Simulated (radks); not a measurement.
Problem. These are the eigenvalues of the occupied orbitals of an atom or ion with whole-number occupations (eV). Method: Dirac Kohn-Sham, PBEsol, spin-unpolarised, spherical densities, finite nucleus; Fermi nuclear charge, rms radius of each element as measured or else 0.836 A^(1/3) + 0.57 fm; computed with a radial shooting solver on a logarithmic mesh with Libxc functionals.

1s1/2: -40560.02
2s1/2: -6783.493
2p1/2: -6425.613
2p3/2: -5979.163
3s1/2: -1721.697
3p1/2: -1570.386
3p3/2: -1481.943
3d3/2: -1218.067
3d5/2: -1198.980
4s1/2: -588.1078
4p1/2: -530.0704
4p3/2: -508.6347
4d3/2: -412.0208
4d5/2: -407.8750
5s1/2: -276.2512

Which element is it, and in what charge state? The configuration may be excited. Open shells, if any, are shared by 2j + 1.

Solution. Z = 58, cerium, charge +15: Ce15+ in [Kr] 4d5 5s2. The list shows which subshells hold electrons but not how many an open one holds; the 1s level, -1490.6 hartree, gives Z - s = 54.6 by -(Z - s)^2/2, which with screening and relativity narrows Z to a few neighbours, and the depths of the outer levels then fix element, charge and occupations together.
